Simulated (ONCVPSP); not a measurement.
**silver, ONCV: configuration errors across variants**

* Element: silver (Ag)
* Generator: ONCVPSP 4.0.1
* Type: optimised norm-conserving Vanderbilt (ONCV)
* Functional: LDA (Perdew-Wang 92)
* Relativity: scalar-relativistic
* Frozen core: [Ar] 3d10
* Valence charge: 19
* Reference configuration: 4s2 4p6 4d10 5s1
* Partial waves: 4s+5s: rc 1.60 bohr, ncon 3, nbas 8, qcut 9.5 1/bohr, 2 projectors; 4p: rc 1.35 bohr, ncon 4, nbas 7, qcut 11.1 1/bohr, 3 projectors, debl 2.1 Ha; 4d: rc 1.30 bohr, ncon 3, nbas 6, qcut 7.6 1/bohr, local
* Local potential: the d channel
* Core correction: none

In the p channel the program set the typed energies aside and used -2.156, 0.250, 2.350 Ha.

All-electron excitation energies from the reference (eV): (1) 4s2 4p6 4d10 5s0 8.095; (2) 4s2 4p6 4d9 5s0 30.480; (3) 4s2 4p6 4d8 5s0 66.919; (4) 4s1 4p6 4d10 5s1 102.089.

2 further variants failed, have other tests or too few solved ones, and are left out.

Errors AE − PS in meV (a dash: test not solved or not reliable):

| change | (1) | (2) | (3) | (4) | bound ghosts | GHOST(+) flags above zero |
| --- | --- | --- | --- | --- | --- | --- |
| base | -1.4 | -7.2 | -18 | -221 | none | s |
| p: rc 1.34 | -1.4 | -7.2 | -18 | -221 | none | s |
| p: rc 1.68 | -1.4 | -7.0 | -16 | -218 | none | s |
| p: rc 1.88 | -1.4 | -7.0 | -16 | -217 | none | s |

Give the same row for: p: rc 1.56.

-1.4, -7.1, -17, -219; bound ghosts: none; GHOST(+) flags above zero: s.
